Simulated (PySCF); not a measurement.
## SnS and its ions

PBE; PySCF, scalar-relativistic core potentials, basis sets Sn def2-SVP with ECP28, S def2-SVP. Neutral (UKS): singlet (closed shell), Re = 2.253 Å, ωe = 468 cm⁻¹, De = 5.26 eV, HOMO -6.18 eV, LUMO -3.09 eV.

SnS⁺ (UKS): doublet (π ↑), Re = 2.426 Å, ωe = 366 cm⁻¹, De = 3.39 eV to Sn⁺ + S. The energies at the minima are -612.23782 hartree for SnS and -611.90232 for SnS⁺.

Problem. Work out the adiabatic ionisation energy, without and with harmonic zero-point energies (1 hartree = 27.2114 eV, 1 eV = 8065.5 cm⁻¹), and the change of the bond length.

Solution. At PBE: 0.33550 hartree = 9.129 eV between the minima; the zero-point term (366.0 − 468.0)/2 cm⁻¹ = -0.006 eV makes it 9.123 eV. Re changes by +17.3 pm against the neutral. Minus the HOMO energy is 6.18 eV, -2.95 eV from the value between the minima; self-interaction puts the Kohn–Sham level too high, less so with exact exchange. The electron leaves a π orbital, and the longer bond of the ion fits a bonding orbital, or a change in how ionic the bond is.

Spin–orbit coupling is left out, which matters for elements this heavy, above all for dissociation energies. For an ion De counts to the pair picked by the measured ionisation energies or electron affinities, which need not be the lowest pair at this level. States were picked by a PBE0 search and need not be the measured ground states.
